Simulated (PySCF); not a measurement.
**J couplings in C$_{5}$H$_{9}$B$_{2}$N**

Cartesian coordinates in Å; atom numbers follow the order of the lines, from 1:
```xyz
17

B     2.8294    0.5801    0.3223
C     2.3406   -0.8489   -0.0369
B     1.1032   -0.5961   -0.9768
N    -0.2087   -0.3505   -0.4634
C    -0.6043   -0.2799    0.8682
C    -1.9449   -0.0289    0.9192
C    -2.4161    0.0553   -0.4347
C    -1.3389   -0.1418   -1.2483
H     3.5432    1.2017   -0.4320
H     2.4552    1.1224    1.3379
H     3.0892   -1.3919   -0.6336
H     2.0323   -1.4206    0.8516
H     1.2138   -0.5652   -2.1789
H     0.1196   -0.4058    1.6693
H    -2.5396    0.0851    1.8238
H    -3.4381    0.2432   -0.7583
H    -1.2563   -0.1556   -2.3325
```

Method: B3LYP/pcJ-1 (spin–dipole term only in couplings to heteroatoms)//PBE0-D3(BJ)/def2-SVP, PySCF 2.14; isolated molecule, single conformer, non-relativistic. Couplings are averaged over pairs made equivalent by symmetry, fast rotation or ring inversion, so a value needn't be that of the named pair in this geometry, while other rotamers aren't included; one pair stands for each set, and the list holds a selection of those of at least 0.8 Hz over up to four bonds.

Isotopes: ¹³C, ¹H, ¹¹B, ¹⁵N.

```tsv
pair	bonds	J (Hz)
B1, C2	1	40.8
B1, H9	1	138.0
C2, B3	1	41.0
C2, H11	1	132.9
B3, N4	1	-26.1
B3, H13	1	?
N4, C5	1	-11.3
C5, C6	1	74.8
C5, H14	1	197.8
C6, C7	1	55.3
C6, H15	1	180.3
B1, H11	2	?
C2, H9	2	4.9
B3, C5	2	3.0
N4, H14	2	?
C5, C7	2	2.1
C5, C8	2	?
C6, H14	2	8.5
C2, C5	3	?
N4, H11	3	?
C5, H13	3	5.6
C5, H16	3	7.6
C5, H17	3	5.9
H9, H11	3	?
H15, H16	3	?
H14, H16	4	1.1
```

Q: Estimate the withheld couplings, with signs.

A: 
- ¹J(B3,H13) = 148.7 Hz (bond length 1.208 Å)
- ²J(B1,H11) = -8.2 Hz (angle at C2 111°)
- ²J(N4,H14) = -6.1 Hz (angle at C5 121°)
- ²J(C5,C8) = 7.6 Hz (angle at N4 108°)
- ³J(C2,C5) = 2.3 Hz (dihedral angle 1°)
- ³J(N4,H11) = -2.5 Hz (dihedral angle 158°)
- ³J(H9,H11) = 8.7 Hz (mean over equivalent pairs that range from 6.0 to 11.3 Hz in this conformer)
- ³J(H15,H16) = 3.4 Hz (dihedral angle 0°)
